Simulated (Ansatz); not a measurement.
Reaction (substitution at a C–O bond): `C[SiH2]OC(C)=O` + H₂Se → `CC(=O)[SeH]` + `C[SiH2]O`

Isolated molecules relaxed with PBE0-D4/def2-TZVP in Ansatz; ΔE leaves out vibrations. CCSD(T)/CBS is the MP2 limit (def2-TZVPP, def2-QZVPP) plus CCSD(T) − MP2 in def2-TZVPP, frozen cores. This one scheme is used for every species. Functionals use def2-TZVPP. For Se outer-core shells are correlated without core-valence functions, which leaves a few kJ/mol of doubt a bond. Scalar relativity is left out up to krypton. One conformer a species, not always the lowest.

```tsv
species	ωB97M-V energy (Eh)
`C[SiH2]OC(C)=O`	-559.13870
H₂Se	-2402.60522
`CC(=O)[SeH]`	-2555.26206
`C[SiH2]O`	-406.46643
```

Work out ΔE.

ΔE = (-2555.26206) + (-406.46643) − (-559.13870) − (-2402.60522) = 0.01543 Eh = +40.5 kJ/mol. CCSD(T)/CBS gives +31.4 kJ/mol.

Largest T1 diagnostic among the species: 0.014.

From PBE to PBE0 (25 % exact exchange), in def2-TZVPP and without D4, ΔE moves by +9.7 kJ/mol. In def2-TZVPP, CCSD(T) changes the Hartree–Fock value by −20.4 kJ/mol (the triples alone add −3.5 kJ/mol) and MP2 by −27.7 kJ/mol.
